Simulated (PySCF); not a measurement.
A structure optimised at PBE-D3(BJ)/def2-SVP, used in a PySCF frequency run:

```xyz
5

F      0.0000     1.3012    -1.6311
Si     0.0000     0.0000    -0.6703
F      0.0000    -1.3012    -1.6311
Br    -1.8237     0.0000     0.5535
Br     1.8237     0.0000     0.5535
```
Charge 0, spin multiplicity 1.

Task: Write its SMILES, formula and point group.

Result: F[Si](F)(Br)Br, Br2F2Si, C2v

Task: What are its rotational constants (standard atomic weights)?

Result: 2.2289, 0.84817, 0.72829 GHz
